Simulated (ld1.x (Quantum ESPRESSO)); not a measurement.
Values are calculated unless marked as measured or tabulated.
## Hardness and transferability of assorted potentials

Generated with ld1.x 7.5 (TM, RRKJ, ultrasoft, PAW), atompaw 4.2 or ONCVPSP 4.0.1. The cutoff is in Ry: for ld1.x and atompaw files where the sum of valence levels is converged to 10 mRy in a Bessel basis, for ONCV files where the hardest occupied wave has 1 mHa per electron of residual kinetic energy. The error is the largest all-electron minus pseudo excitation energy over each file’s own four to seven test configurations (ionisations up to +4, promotions, holes and added fractions of an electron), all of which were solved. The labels leave out finer settings (local radius, basis sizes, second energies), which also bear on the numbers. Spin-polarised tests are not counted. The rows are a selection from randomly drawn settings: files with unsolved tests, undetermined cutoffs or missed reference levels are left out.

A true bound ghost makes a file unfit for plane-wave use even where its test errors are small: the radial tests pick states by their node count and pass the ghost by.

```csv
element,potential,cutoff (Ry),largest error (meV),bound ghosts
Cl,"TM, LDA (PZ), scalar-relativistic, rc 0.95/1.55 (sp), local smoothed, core correction yes, reference 3s2 3p4.5",140,+108,none
Ni,"PAW, PBEsol, scalar-relativistic, rc 1.10/1.45/1.05 (spd), local smoothed, core correction yes, reference 3s2 3p6 3d8 4s2 4p0",140,-32,none
Pd,"TM, LDA (PZ), scalar-relativistic, rc 1.45/1.15/1.40 (spd), local d, core correction no, reference 4s2 4p6 4d8 5s0 5p0",120,+672,none
Cd,"PAW, PBE, non-relativistic, rc 2.90/2.30/2.00/1.74 (spdf), local smoothed, core correction yes, reference 4d10 5s2 5p0",30,-139,"s, p"
Cd,"ultrasoft, LDA (PZ), scalar-relativistic, rc 2.05/2.55/1.80 (spd), local smoothed, core correction yes, reference 4d10 5s0.5 5p0",35,-974,s
Te,"TM, PBE, non-relativistic, rc 1.75/2.40/1.35 (spd), local s, core correction yes, reference 4d10 5s2 5p4",110,-476,none
```

Task: Fill in the row for Mo: TM, LDA (PZ), fully relativistic, rc 1.55/2.10/1.45/1.20 (spdf), local smoothed, core correction yes, reference 4s2 4p6 4d5 5s0 5p0.

Result: cutoff 60 Ry, largest error +328 meV, bound ghosts: none.
